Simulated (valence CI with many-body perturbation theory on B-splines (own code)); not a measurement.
## Energy levels of Eu58+

Method: configuration interaction combined with many-body perturbation theory (CI+MBPT): three valence electrons over a frozen Dirac-Fock core [He], radial functions for each j: 11 s, 11 p, 10 d, 8 f, 5 g, 2 h, with the one-electron correlation potential Σ1 (screened to all orders), the two-electron term Σ2, the three-electron term Σ3, Breit, model QED; selected single and double excitations, second order for the rest, scaled by the run's own slope (own B-spline code, finite nucleus).

No measured spectrum was set against this ion. As an estimate, large intervals hold to a few tenths of a per cent, small ones and those within an open d or f shell to about a per cent.

Levels 91 to 135 of 165, with energies above the lowest level, (2s^2 2p1/2) J=1/2. "Leading %" is the weight of the configuration and term that name the level; weights of strongly mixed levels are sums over their largest components and can fall short. In the jj column 3d3/2^4 stands for four electrons in 3d with j = 3/2. Lifetimes count E1, E2, E3, M1 and M2 decay at the calculated energies, and are blank where another channel may lead or the interval is too uncertain; long ones can be off by a factor of two.

| No. | Configuration | Term | J | E (× 10³ cm⁻¹) | Leading % | Lifetime | g | Leading jj |
| --- | --- | --- | --- | --- | --- | --- | --- | --- |
| 91 | 2p2.3p | 2P° | 1/2 | 70434 | 86 | 4.23 fs | 0.645 | 2p1/2 2p3/2 3p3/2 (99 %) |
| 92 | 2p2.3d | 2G | 7/2 | 70487 | 52 | 84.3 fs | 1.017 | 2p1/2 2p3/2 3d3/2 (98 %) |
| 93 | 2p2.3d | 2D | 5/2 | 70601 | 35 | 1.06 fs | 1.139 | 2p1/2 2p3/2 3d3/2 (95 %) |
| 94 | 2p2.3d | 2D | 3/2 | 70644 | 47 | 1.03 fs | 1.096 | 2p1/2 2p3/2 3d3/2 (98 %) |
| 95 | 2p2.3d | 2P | 1/2 | 70711 | 36 | 915 as | 1.670 | 2p1/2 2p3/2 3d3/2 (100 %) |
| 96 | 2p2.3d | 4D | 7/2 | 70802 | 46 | 33.4 fs | 1.298 | 2p1/2 2p3/2 3d5/2 (100 %) |
| 97 | 2p2.3d | 2P | 3/2 | 70937 | 38 | 1.49 fs | 1.333 | 2p1/2 2p3/2 3d5/2 (97 %) |
| 98 | 2p2.3d | 2G | 9/2 | 70940 | 64 | 202 fs | 1.173 | 2p1/2 2p3/2 3d5/2 (100 %) |
| 99 | 2p2.3d | 2F | 5/2 | 70949 | 43 | 1.24 fs | 1.136 | 2p1/2 2p3/2 3d5/2 (97 %) |
| 100 | 2p2.3d | 2D | 5/2 | 71081 | 60 | 843 as | 1.241 | 2p1/2 2p3/2 3d5/2 (98 %) |
| 101 | 2p2.3d | 2F | 7/2 | 71130 | 68 | 793 as | 1.122 | 2p1/2 2p3/2 3d5/2 (98 %) |
| 102 | 2p2.3d | 2D | 3/2 | 71173 | 58 | 1.18 fs | 0.964 | 2p1/2 2p3/2 3d5/2 (100 %) |
| 103 | 2p2.3d | 2P | 1/2 | 71215 | 59 | 1.10 fs | 1.181 | 2p1/2 2p3/2 3d5/2 (99 %) |
| 104 | 2p2.3s | 4P | 5/2 | 73697 | 64 | 19.9 fs | 1.433 | 2p3/2^2 3s (100 %) |
| 105 | 2p2.3s | 2P | 3/2 | 73775 | 55 | 6.62 fs | 1.160 | 2p3/2^2 3s (100 %) |
| 106 | 2p2.3s | 2S | 1/2 | 74183 | 69 | 10.9 fs | 1.980 | 2p3/2^2 3s (100 %) |
| 107 | 2p2.3p | 4P° | 3/2 | 74253 | 26 | 3.09 fs | 1.430 | 2p3/2^2 3p1/2 (100 %) |
| 108 | 2p2.3p | 2D° | 5/2 | 74272 | 40 | 3.05 fs | 1.171 | 2p3/2^2 3p1/2 (100 %) |
| 109 | 2p2.3p | 2P° | 1/2 | 74715 | 76 | 3.08 fs | 0.653 | 2p3/2^2 3p1/2 (99 %) |
| 110 | 2p2.3p | 4D° | 7/2 | 75797 | 64 | 4.17 fs | 1.306 | 2p3/2^2 3p3/2 (100 %) |
| 111 | 2p2.3p | 2D° | 5/2 | 75797 | 52 | 4.00 fs | 1.304 | 2p3/2^2 3p3/2 (100 %) |
| 112 | 2p2.3p | 2P° | 1/2 | 75809 | 56 | 3.80 fs | 1.254 | 2p3/2^2 3p3/2 (99 %) |
| 113 | 2p2.3p | 2P° | 3/2 | 76147 | 62 | 3.98 fs | 1.303 | 2p3/2^2 3p3/2 (100 %) |
| 114 | 2p2.3d | 2D | 3/2 | 76301 | 32 | 1.28 fs | 1.163 | 2p3/2^2 3d3/2 (100 %) |
| 115 | 2p2.3d | 4D | 5/2 | 76314 | 29 | 1.28 fs | 1.159 | 2p3/2^2 3d3/2 (96 %) |
| 116 | 2p2.3d | 2F | 7/2 | 76326 | 39 | 1.27 fs | 1.087 | 2p3/2^2 3d3/2 (100 %) |
| 117 | 2p2.3d | 4P | 1/2 | 76342 | 44 | 1.14 fs | 1.538 | 2p3/2^2 3d3/2 (96 %) |
| 118 | 2p2.3p | 2P° | 3/2 | 76351 | 64 | 3.90 fs | 1.314 | 2p3/2^2 3p3/2 (100 %) |
| 119 | 2p2.3d | 2F | 7/2 | 76636 | 52 | 136 fs | 1.228 | 2p3/2^2 3d5/2 (100 %) |
| 120 | 2p2.3d | 4F | 9/2 | 76642 | 64 | 149 fs | 1.235 | 2p3/2^2 3d5/2 (100 %) |
| 121 | 2p2.3d | 2D | 3/2 | 76755 | 55 | 1.42 fs | 0.912 | 2p3/2^2 3d3/2 (81 %) |
| 122 | 2p2.3d | 2P | 1/2 | 76755 | 54 | 1.83 fs | 1.311 | 2p3/2^2 3d5/2 (96 %) |
| 123 | 2p2.3d | 2D | 5/2 | 76931 | 61 | 1.02 fs | 1.182 | 2p3/2^2 3d5/2 (98 %) |
| 124 | 2p2.3d | 2D | 3/2 | 76967 | 51 | 783 as | 1.108 | 2p3/2^2 3d5/2 (81 %) |
| 125 | 2p2.3d | 2D | 5/2 | 77209 | 67 | 1.41 fs | 1.184 | 2p3/2^2 3d5/2 (99 %) |
| 126 | 2s2.4s | 2S | 1/2 | 79775 | 98 | 11.3 fs | 1.994 | 2s^2 4s (98 %) |
| 127 | 2s2.4p | 2P° | 1/2 | 80004 | 98 | 19.2 fs | 0.658 | 2s^2 4p1/2 (98 %) |
| 128 | 2s2.4p | 2P° | 3/2 | 80697 | 96 | 25.4 fs | 1.331 | 2s^2 4p3/2 (96 %) |
| 129 | 2s.2p.4s | 4P° | 1/2 | 80859 | 77 | 12.3 fs | 2.194 | 2s 2p1/2 4s (100 %) |
| 130 | 2s2.4d | 2D | 3/2 | 80862 | 98 | 2.49 fs | 0.794 | 2s^2 4d3/2 (98 %) |
| 131 | 2s.2p.4p | 4D | 1/2 | 81063 | 66 | 9.54 fs | 0.425 | 2s 2p1/2 4p1/2 (100 %) |
| 132 | 2s2.4d | 2D | 5/2 | 81063 | 98 | 2.80 fs | 1.195 | 2s^2 4d5/2 (98 %) |
| 133 | 2s.2p.4s | 4P° | 3/2 | 81079 | 60 | 11.5 fs | 1.548 | 2s 2p1/2 4s (98 %) |
| 134 | 2s.2p.4s | 2P° | 1/2 | 81124 | 86 | 13.0 fs | 0.906 | 2s 2p1/2 4s (99 %) |
| 135 | 2s2.4f | 2F° | 5/2 | 81155 | 98 | 5.66 fs | 0.851 | 2s^2 4f5/2 (98 %) |
